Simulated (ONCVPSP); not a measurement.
**Which change was made? (Zn, ONCV)**

```
Element                 : Zn (Z = 30)
Generator               : ONCVPSP 4.0.1
Type                    : optimised norm-conserving Vanderbilt (ONCV)
Functional              : PBE
Relativity              : fully relativistic
Frozen core             : [Ne]
Valence charge          : 20
Reference configuration : 3s2 3p6 3d10 4s2
Partial waves           : 3s+4s: rc 1.30 bohr, ncon 4, nbas 6, qcut 8.4 1/bohr, 3 projectors, debl 1.8 Ha; 3p: rc 0.95 bohr, ncon 4, nbas 8, qcut 15.2 1/bohr, 2 projectors, debl 2.3 Ha; 3d: rc 1.10 bohr, ncon 4, nbas 8, qcut 16.7 1/bohr, 3 projectors, debl 3.8 Ha
Local potential         : polynomial inside 0.90 bohr (lpopt 5, dvloc0 0 Ha)
Core correction         : polynomial model core, fcfact 0.2
```

Open shells are filled in proportion to 2j + 1.

In the p channel the program set the typed energies aside and used -3.027, 0.250 Ha (j = l + 1/2; the other j can differ).

Cutoffs, loose and tight: the cutoffs (Ha) at which the residual kinetic energy of the hardest occupied pseudo-wave falls to 1 and 0.1 mHa per electron. They do not see the model core or the augmentation charge, which bear on the density cutoff. Test errors are all-electron minus pseudo excitation energies from the reference, over the configurations 3s2 3p6 3d10 4s1; 3s2 3p6 3d10 4s0; 3s2 3p6 3d9 4s0; 3s2 3p6 3d8 4s0; variants that change the core or the reference have their own tests.

The base gives: outcome: generated, projector energies reset by the program; cutoff, loose: 96 Ha; cutoff, tight: 109 Ha; bound ghosts: none; GHOST(+) flags above zero: s; largest test error (meV): +45.

Question: After one change the result is: outcome: generated, projector energies reset by the program; cutoff, loose: 130 Ha; cutoff, tight: 199 Ha; bound ghosts: none; GHOST(+) flags above zero: s; largest test error (meV): +131. Which change was it?
A. s: qcut 9.9; p: qcut 17.9; d: qcut 19.7
B. s: qcut 5.4; p: qcut 9.7; d: qcut 10.7
C. s: qcut 7; p: qcut 12.7; d: qcut 13.9

Answer: B. The others give: s: qcut 7; p: qcut 12.7; d: qcut 13.9 → outcome: generated, projector energies reset by the program; cutoff, loose: 79 Ha; cutoff, tight: 88 Ha; bound ghosts: none; GHOST(+) flags above zero: s; largest test error (meV): +72 | s: qcut 9.9; p: qcut 17.9; d: qcut 19.7 → outcome: generated, projector energies reset by the program; cutoff, loose: 115 Ha; cutoff, tight: 134 Ha; bound ghosts: none; GHOST(+) flags above zero: none; largest test error (meV): +34.
